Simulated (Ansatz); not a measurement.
`C[O][Sb]([F])[F]`, relaxed with RKS PBE0-D4/def2-TZVP in the Gaussian-basis code of Ansatz from a PBE-D4/def2-SVP geometry. The force threshold is 0.005 eV/Å; the program also tests the step.

Charge 0, multiplicity 1. Sb: def2 effective core potential.

Start:

```xyz
8

C    -1.028    0.153   -0.333
O    -0.239    0.978    0.524
Sb    1.618    0.445    0.974
F     1.219   -1.429    1.374
F     2.195    0.037   -0.850
H    -0.640    0.154   -1.376
H    -2.060    0.562   -0.338
H    -1.065   -0.900    0.025
```

(1) By how much does the energy fall, and how many steps does the optimiser take? (Estimate.)

(2) Which bonds change most? (Estimate.)

(3) Give the relaxed structure. (Estimate.)

## Answers

(1) Ansatz gave: 13.50 kJ/mol, in 12 steps.

(2) The calculation gave: O2–Sb3 from 1.984 to 1.915 Å; Sb3–F4 from 1.958 to 1.903 Å; Sb3–F5 from 1.957 to 1.903 Å; C1–H6 from 1.113 to 1.093 Å.

(3) The calculation gave: 
```xyz
8

C    -1.031    0.135   -0.331
O    -0.216    0.908    0.539
Sb    1.593    0.442    0.963
F     1.270   -1.399    1.320
F     2.154    0.085   -0.820
H    -0.601    0.085   -1.335
H    -2.004    0.625   -0.385
H    -1.164   -0.881    0.049
```
